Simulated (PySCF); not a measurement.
Species: C5H7N2OS (doublet state).
SMILES with atom numbers: `[CH3:1][O:2][CH:3][CH2:4][c:5]1[cH:6][n:7][s:8][n:9]1` (hydrogens: H10, H11, H12 on C1; H13 on C3; H14, H15 on C4; H16 on C6)

Geometry (GFN2-xTB, Å), atoms numbered from 1 in this order:
```
atom  x, y, z in Å
C1     2.313    0.868   -0.323
O2     1.530    0.347    0.723
C3     0.881   -0.817    0.479
C4    -0.326   -1.105    1.294
C5    -1.429   -0.500    0.485
C6    -1.658    0.889    0.318
N7    -2.602    1.161   -0.545
S8    -3.189   -0.241   -1.142
N9    -2.223   -1.231   -0.279
H10    3.081    0.154   -0.635
H11    1.690    1.121   -1.188
H12    2.787    1.769    0.061
H13    1.010   -1.286   -0.485
H14   -0.247   -0.626    2.270
H15   -0.490   -2.176    1.400
H16   -1.138    1.681    0.825
```

The hyperfine couplings belong to this conformer and change with its torsions.

Method used: UKS B3LYP, pcH-1 on C H N O S, non-relativistic, mean-field spin-orbit, GIAO (PySCF 2.14.0). Geometry: GFN2-xTB, one conformer, isolated molecule. Couplings are sensitive to structure, and on GFN2-xTB geometries they can be far from those on DFT ones. The SCF solution wasn't tested for stability.

Q: The isotropic 13C couplings are +121.5, +73.0, -17.0, -1.6, +1.2 MHz. Assign them to C1; C3; C4; C5; C6.

A: 
```json
{"site": "C1", "a_iso (MHz)": "-1.6", "ρ(0) (bohr⁻³)": "-0.0014", "position": "2 bonds from C3", "distance from C3 (Å)": "2.35", "spin population": "-0.01", "largest |T| (MHz)": "2.9"}
{"site": "C3", "a_iso (MHz)": "+121.5", "ρ(0) (bohr⁻³)": "+0.1081", "position": "largest spin population", "distance from C3 (Å)": "0.00", "spin population": "+0.86", "largest |T| (MHz)": "145.8"}
{"site": "C4", "a_iso (MHz)": "-17.0", "ρ(0) (bohr⁻³)": "-0.0151", "position": "1 bond from C3", "distance from C3 (Å)": "1.49", "spin population": "-0.06", "largest |T| (MHz)": "2.4"}
{"site": "C5", "a_iso (MHz)": "+73.0", "ρ(0) (bohr⁻³)": "+0.0650", "position": "2 bonds from C3", "distance from C3 (Å)": "2.33", "spin population": "+0.01", "largest |T| (MHz)": "9.7"}
{"site": "C6", "a_iso (MHz)": "+1.2", "ρ(0) (bohr⁻³)": "+0.0011", "position": "3 bonds from C3", "distance from C3 (Å)": "3.06", "spin population": "+0.01", "largest |T| (MHz)": "1.9"}
```

Q: The isotropic 1H couplings, averaged over equivalent nuclei, are -49.6, +24.7, +7.9, -0.7 MHz. Assign them to H10/H11/H12; H13; H14/H15; H16.

A: 
| site | a_iso (MHz) | ρ(0) (bohr⁻³) | position | distance from C3 (Å) | bound to | spin population there | largest \|T\| (MHz) |
| --- | --- | --- | --- | --- | --- | --- | --- |
| H10/H11/H12 | +7.9 | +0.0018 | γ, 3 bonds from C3 | 2.86 | C1 | -0.01 | 6.4 |
| H13 | -49.6 | -0.0111 | α, 1 bond from C3 | 1.08 | C3 | +0.86 | 34.4 |
| H14/H15 | +24.7 | +0.0055 | β, 2 bonds from C3 | 2.13 | C4 | -0.06 | 8.9 |
| H16 | -0.7 | -0.0002 | 4 bonds from C3 | 3.23 | C6 | +0.01 | 3.4 |

ρ(0) is the spin density at the nucleus and T the dipolar tensor; a_iso includes a spin–orbit part; entries for several nuclei are means. The Mulliken spin populations are largest on C3 (+0.86) and O2 (+0.11). No atom but C3 exceeds +0.15. The angles at C3 add up to 355.9°, so it is nearly planar; its axial dipolar tensor and the negative coupling of its proton fit spin in a p orbital normal to that plane.

Examples of negative spin density at the nucleus (bohr⁻³): C4 (-0.0151), H13 (-0.0111) and C1 (-0.0014).

Class means assume fast exchange of nuclei equivalent by connectivity; if that motion is slow, each nucleus keeps its own coupling. The three 1H nuclei of mean +7.9 MHz run from -1.6 to 13.3 MHz in the frozen geometry. The 1H value of +24.7 MHz is a mean of couplings from 16.6 to 32.8 MHz in this one geometry, not an average over conformers.

Time: 1.8 min of wall time (grids of density and orbitals included); peak memory 1.2 GiB. Hardware: one thread, Arm Neoverse V2 (aarch64), shared host.
